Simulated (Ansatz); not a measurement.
**Relative stability**

Two relaxed structures of CH2BSe, doublet (PBE0-D4/def2-TZVP; forces vanish, vibrations not checked).

A:

```
5
angstrom
C -0.8013 -1.1197 0.4910
B -0.2232 0.1055 -0.0566
Se 0.4717 1.5760 -0.7144
H -1.3992 -1.7958 -0.1112
H -0.6606 -1.4124 1.5262
```

B:

```
atom    x (Å)    y (Å)    z (Å)
  C1  -0.8818  -1.0929   0.1625
  B2  -0.2191   0.0542  -0.0886
 Se3   0.5874   1.6956  -0.4912
  H4  -1.3990  -2.0066   0.3657
  H5   1.9125   1.3498   0.0517
```

Computed with Ansatz 0.2.0 (basis: def2-TZVPP); correlated methods freeze the cores; orbitals are unrestricted. Filled d shells of the heavier atoms are correlated. The def2 sets are not built for correlating such inner shells, so the correlated values are less sure here. B3LYP uses VWN-RPA correlation.

Which structure is lower at CCSD(T), and by how much? (An estimate is asked for; the value comes from the calculation.)

The calculation gives: A, by 189.8 kJ/mol (electronic energy, against the other). By their contacts, A is CH₂BSe ([CH2][B][Se]) and B is CH₂BSe ([CH][B][SeH]).

All methods give the same order:

| method | E(B) − E(A) (kJ/mol) |
| --- | --- |
| PBE-D4 | 190.9 |
| r2SCAN-D4 | 197.5 |
| PBE0-D4 | 193.1 |
| B3LYP-D4 | 192.7 |
| wB97M-V | 184.8 |
| HF | 194.8 |
| MP2 | 200.5 |
| CCSD | 187.2 |
| CCSD(T) | 189.8 |

No T1 diagnostic of these runs exceeds 0.023. ⟨S²⟩ of the unrestricted Hartree–Fock references: 0.81 to 0.83 (a pure state has 0.75). The unrestricted reference is spin-contaminated, which hurts MP2 most.

Labels in which every atom is bracketed show which atoms are joined, not bond orders.

For scale, one of the runs: CCSD(T)/def2-TZVPP, 138 basis functions, launched by `ansatz run in.yaml --threads 2 --pin off --events-out ev --progress --plain --max-ram 4352MiB`. The run took 87 s on 2 CPU threads of an Arm Neoverse V2 (shared host), with 1.8 GiB of host memory at its peak.
